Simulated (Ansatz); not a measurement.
System: sum formula GeOCl$_{2}$, net charge 0, singlet state. SMILES: [O]=[Ge]([Cl])[Cl]
Geometry: optimised at B3LYP-D3(BJ)/def2-TZVP (Ansatz, a quantum-chemistry and plane-wave program).

Computed values are from Ansatz. Valence correlation only, unless marked. UHF or UKS for open shells. No spin-orbit coupling. The frozen core is the preceding noble-gas configuration, with the filled d and f shells of earlier blocks. No relativistic terms. Basis-set limits of correlation are two-point, X^-3; Hartree-Fock from the larger set. The bracket is a focal-point correction in the basis named.

**Question.** What is the vertical ionisation energy (to the doublet) at RI-MP2/CBS(def2-TZVPPD,def2-QZVPPD)+[CCSD(T)-MP2]/def2-TZVPPD?

**Answer.** 11.03 eV.

**Question.** What is the dipole moment at CCSD(T)/def2-SVPD?

**Answer.** 2.71 D.

**Question.** What is the atomisation energy De at CCSD(T)/CBS(def2-TZVPPD,def2-QZVPPD)?

**Answer.** 1169.4 kJ/mol.

**Question.** What is the T1 diagnostic at CCSD/def2-QZVPPD?

**Answer.** 0.018.

**Question.** What is the total energy at CCSD(T)/CBS(def2-TZVPPD,def2-QZVPPD)?

**Answer.** -3070.2993 Eh.
